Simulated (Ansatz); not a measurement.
A run for Ansatz (a quantum-chemistry and plane-wave program): U-wB97X-V/def2-TZVPP on GaP, 2S+1 = 3, a point of a bond scan (R = 4.513 Å).

Ansatz 0.2 input:
```yaml
crystal:
  periodic: [false, false, false]
  atoms:
    - {symbol: Ga, position_ang: [-0.00000000, -0.00000000, -0.73586092]}
    - {symbol: P, position_ang: [0.00000000, 0.00000000, 3.77741936]}
basis:
  gaussian:
    orbitals: def2-TZVPP
hamiltonian:
  xc: {name: wB97X-V}
magnetization: {spin_polarized: true, initial_magnetization: 2}
```

Output:

```
WARN ansatz: RAYON_NUM_THREADS=1 ignored (pool sized by the plan → 1); use --threads N
Functional definition: wB97X-V
integrals: 0.04 GiB planned
563 factors; integrals over basis functions are off by at most 7.3e-4 eV
integrals: 0.07 GiB planned
127 factors; integrals over basis functions are off by at most 1.2e-4 eV
mean field: 0.50 GiB planned
mean field evaluation 1: about -61653.2342 eV, gradient 1.5e1 eV
mean field evaluation 2: about -61642.8946 eV, gradient 3.8e1 eV
mean field evaluation 4: about -61655.5668 eV, gradient 3.0e0 eV
mean field evaluation 8: about -61655.3984 eV, gradient 3.2e0 eV
mean field evaluation 16: about -61656.3401 eV, gradient 3.7e-4 eV
mean field evaluation 32: about -61656.3012 eV, gradient 7.8e-1 eV
mean field -61656.34005251 eV, -2265.8287047615 hartree, gradient 2.3e-6 eV, S^2 2.878292; 2 other end points of the search recorded, 0 dependent functions left out
reference -61656.34005359 eV, -2265.8287048011 hartree; 24, 22 occupied and 66, 68 virtual orbitals, 563 factors
Total energy: -61656.34005359 eV, -2265.8287048011 hartree
```

The run converged. Its determinant has ⟨S²⟩ = 2.88, a mixture of spin states.

Cost: very roughly 9 core-seconds.
